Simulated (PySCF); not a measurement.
Ranking problems on computed properties.

All species are isolated and taken at one optimised geometry, non-relativistic unless stated. Electronic properties by PySCF.

Dipoles, sizes and rotational constants follow the conformer. The torsions of the flexible species, by atom-mapped SMILES:
- `[CH3:1][CH:2]([CH3:3])[SiH2:4][CH2:5][Cl:6]`: C1–C2–Si4–C5 -56°, C2–Si4–C5–Cl6 -179°
- `[CH2:1]=[CH:2][CH2:3][c:4]1[cH:5][n:6][cH:7][n:8]1[SiH3:9]`: C1–C2–C3–C4 125°, C2–C3–C4–C5 119°
- `[CH3:1][SiH2:2][C@@H:3]([CH3:4])[CH2:5][Cl:6]`: C1–Si2–C3–C4 -167°, Si2–C3–C5–Cl6 -57°
- `[CH3:1][C:2]([CH3:3])([CH3:4])[SiH2:5][Cl:6]`: C1–C2–Si5–Cl6 62°
- `[CH3:1][NH2+:2][BH2-:3][c:4]1[cH:5][cH:6][cH:7][cH:8][cH:9]1`: C1–N2–B3–C4 -65°, N2–B3–C4–C5 105°
- `[CH3:1][C:2]#[C:3][B@@H-:4]([CH2:5][CH3:6])[N+:7]#[C:8][CH3:9]`: C3–B4–C5–C6 180°
- `[CH3:1][CH2:2][CH2:3][SiH2:4][CH2:5][Cl:6]`: C1–C2–C3–Si4 -62°, C2–C3–Si4–C5 -167°, C3–Si4–C5–Cl6 -179°

Task: Rank by lowest triplet excitation (Tamm–Dancoff), highest first (TDA CAM-B3LYP/def2-SVPD at PBE0-D3(BJ)/def2-SVP geometries).
A. `C(c1n([SiH3])cnc1)C=C`
B. `[SiH2]([C@@H](C)CCl)C`
C. `CC(C)[SiH2]CCl`
D. `CC(C)(C)[SiH2]Cl`

Result: D (6.88 eV), B (6.67 eV), C (6.03 eV), A (4.26 eV).

Task: Rank by electronic spatial extent ⟨r²⟩ about the centre of nuclear charge, highest first (CAM-B3LYP/def2-SVPD at PBE0-D3(BJ)/def2-SVP geometries).
A. `C[SiH2][C@@H](C)CCl`
B. `CC(C)(C)[SiH2]Cl`
C. `CC(C)[SiH2]CCl`
D. `C=CCC1=CN=CN1[SiH3]`

Result: D (1468 bohr²), C (1409 bohr²), A (1065 bohr²), B (1049 bohr²).

Task: Rank by lowest singlet excitation, highest first (TDDFT CAM-B3LYP/def2-SVPD at PBE0-D3(BJ)/def2-SVP geometries).
A. `C=CCc1cncn1[SiH3]`
B. `ClC[SiH2]C(C)C`
C. `CC(C)(C)[SiH2]Cl`
D. `C[SiH2][C@@H](C)CCl`

Result: D (7.31 eV), C (7.19 eV), B (6.69 eV), A (5.86 eV).

Task: Give the two extremes of that set as wavelengths.

Result: `C=CCc1cncn1[SiH3]`: 211 nm; `C[SiH2][C@@H](C)CCl`: 170 nm.

Task: Rank by smallest rotational constant, lowest first (PBE0-D3(BJ)/def2-SVP).
A. `CC#C[B@@H-](CC)[N+]#CC`
B. `C[NH2+][BH2-]c1ccccc1`
C. `C(Cl)[SiH2]CCC`
D. `C[SiH2][C@@H](C)CCl`

Result: A (0.594 GHz), C (0.704 GHz), B (0.929 GHz), D (1.226 GHz).

Task: By how much do the two ends of that ranking differ?

Result: By 0.632 GHz, between `C[SiH2][C@@H](C)CCl` and `CC#C[B@@H-](CC)[N+]#CC`.

Task: Rank by HOMO–LUMO gap, lowest first (CAM-B3LYP/def2-SVPD at PBE0-D3(BJ)/def2-SVP geometries).
A. `CCC[SiH2]CCl`
B. `[C@H](C)(CCl)[SiH2]C`
C. `CC(C)[SiH2]CCl`
D. `C=CCC1=CN=CN1[SiH3]`
E. `CC(C)(C)[SiH2]Cl`

Result: D (8.49 eV), C (10.09 eV), A (10.25 eV), E (10.41 eV), B (10.68 eV).

Task: Rank by HOMO energy, lowest first (CAM-B3LYP/def2-SVPD at PBE0-D3(BJ)/def2-SVP geometries).
A. `CCC[SiH2]CCl`
B. `[SiH2](CCl)C(C)C`
C. `C=CCc1cncn1[SiH3]`
D. `C[SiH2][C@H](CCl)C`

Result: D (-9.57 eV), A (-9.27 eV), B (-9.17 eV), C (-7.79 eV).
